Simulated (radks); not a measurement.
Neutral cadmium inside a hard spherical wall (all orbitals vanish at R), configuration held at [Kr] 4d10 5s2 and not refilled when levels cross. Method: scalar-relativistic Kohn-Sham, LDA (Slater exchange, Perdew-Wang correlation), spin-polarised, spherical densities, point nucleus; computed with a radial shooting solver on a logarithmic mesh with Libxc functionals. Eigenvalues in eV for spin up, with the zero of energy where the potential of the charges vanishes at infinity; a dash marks a level that is unbound or too diffuse for the functional's potential to be trusted. A positive occupied level is held by the wall or, in an anion where self-interaction has pushed it up, behind a barrier. The pressure on the wall is -dE/dV.

R (bohr)  E (hartree)  kinetic (hartree)    e(4s)    e(4p)    e(4d)   e(5s)  e(5p, empty)  e(6s, empty)  pressure (GPa)
free      -5589.61142           5814.924  -105.84  -66.989  -11.899  -5.955        -1.326        -0.016               0
10        -5589.61127           5814.926  -105.83  -66.975  -11.885  -5.943        -1.232         1.640         0.00446
8         -5589.60952           5814.942  -105.73  -66.874  -11.786  -5.849        -0.929         3.782          0.0876
7         -5589.60475           5814.977  -105.54  -66.686  -11.603  -5.660        -0.488         6.154           0.398
4         -5589.28491           5816.505  -101.11  -62.320   -7.466   0.354         8.810        40.600            69.0
3.5       -5588.91968           5818.058  -97.980  -59.280   -4.558   5.397        15.615        61.815             207
2.5       -5585.60736           5831.067  -81.217  -43.116   12.158  39.498        57.569        172.80            3000
2         -5577.68614           5860.251  -57.577  -19.372   39.040  102.38        128.74        334.44           16700
1.5       -5544.90017           5967.679    6.661   49.355   118.24  301.31        339.20        762.52          136000
